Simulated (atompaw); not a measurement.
## u(r) = r·R(r): atom against pseudo-atom (Hg)

Columns: radius, all-electron u(r) and pseudo u(r) of the 6s shell (level -14.71 eV) of mercury in the configuration [Xe] 4f14 5d10 6s1 6p0; PBE, scalar-relativistic, PAW (atompaw) scheme, atompaw 4.2.0.5.

```
r (bohr)  all-electron  pseudo
   0.115       -0.1407  0.0909
   0.231        0.0983  0.1812
   0.346        0.2094  0.2682
   0.462       -0.0158  0.3521
   0.577       -0.2468  0.4303
   0.692       -0.3475  0.5027
   0.808       -0.3189  0.5689
   0.923       -0.2062  0.6270
   1.038       -0.0534  0.6773
   1.154        0.1091  0.7198
   1.269        0.2598  0.7535
   1.385        0.3916  0.7792
   1.500        0.4985  0.7966
   1.615        0.5820  0.8063
   1.731        0.6441  0.8089
   1.846        0.6862  0.8049
   1.962        0.7121  0.7950
   2.077        0.7239  0.7802
   2.192        0.7243  0.7611
   2.308        0.7156  0.7382
   2.423        0.6998  0.7128
   2.538        0.6785  0.6852
   2.654        0.6529  0.6558
   2.769        0.6247  0.6256
   2.885        0.5942  0.5944
   3.000        0.5629  0.5629
```

(1) How many radial nodes do the two functions have?

(2) Is the pseudo-wave norm-conserving?

## Answers

(1) The all-electron 6s function has n − l − 1 = 5 (the table is too coarse to show those close to the nucleus); the pseudo-wave has 0, since the states of the same l below it are removed with the core.

(2) No, it belongs to a PAW set: the norm inside the radius is not constrained, and the difference is carried by the augmentation charge.
